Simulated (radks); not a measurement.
All-electron atom: the rhodium ion Rh19+ in [Ar] 3d8.

Method: Dirac Kohn-Sham, PBE, spin-unpolarised, spherical densities, finite nucleus; open shells fill j = l - 1/2 first; Fermi nuclear charge, rms radius 4.4945 fm; computed with a radial shooting solver on a logarithmic mesh with Libxc functionals.

Energy parts (hartree):
total: -4617.63364
kinetic: 4820.55657
electron-nucleus: -10612.28504
Hartree: 1293.95199
exchange-correlation: -119.85715

Orbitals (lengths in bohr, moments of r in powers of bohr; <r^-3> diverges for s and p1/2; r(90%) holds 90 % of the orbital's charge):
orbital  occ.  eigenvalue (hartree)  <r^-3>  r(90%)      <r>      <r^4>
1s1/2       2             -867.6799       -  0.0585  0.03263  5.365e-06
2s1/2       2             -143.7511       -   0.219   0.1413  0.0009562
2p1/2       2             -134.7598       -   0.196   0.1200  0.0006263
2p3/2       4             -129.4225    3033   0.203   0.1248  0.0007125
3s1/2       2             -41.24060       -   0.556   0.3789    0.04055
3p1/2       2             -37.74727       -   0.553   0.3691    0.03929
3p3/2       4             -36.75302   574.7   0.566   0.3785    0.04317
3d3/2       4             -30.70557   89.25   0.542   0.3459    0.03563
3d5/2       4             -30.50048   84.58   0.546   0.3489    0.03666

The highest occupied level is 3d5/2 at -829.96 eV. Summed over all electrons, <r^2> = 2.606 bohr^2, which gives a Langevin (diamagnetic) susceptibility term of -2.06 x 10^-6 cm^3/mol. The density falls to 0.001 e/bohr^3 at r = 1.17 bohr. The electron density at the nucleus is 1.208e+05 e/bohr^3.
